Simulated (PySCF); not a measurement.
A structure optimised at ωB97X-D3(BJ)/def2-SVP, used in a PySCF frequency run:

```xyz
12

C     -0.7745     2.4072     0.0000
C      0.1858     1.5127     0.0000
C      1.1489     0.6112     0.0000
N      0.9587    -0.7757     0.0000
Si    -0.6098    -1.5443     0.0000
H     -1.1945     2.7994    -0.9354
H     -1.1945     2.7994     0.9354
H      2.1914     0.9517     0.0000
H      1.8055    -1.3280     0.0000
H     -1.4037    -1.1749     1.2075
H     -0.3353    -3.0093     0.0000
H     -1.4037    -1.1749    -1.2075
```
Charge 0, spin multiplicity 1.

Task: Write its SMILES, formula and point group.

Result: C=C=CN[SiH3], C3H7NSi, Cs

Task: What are its rotational constants (standard atomic weights)?

Result: 7.5992, 2.3824, 1.8772 GHz
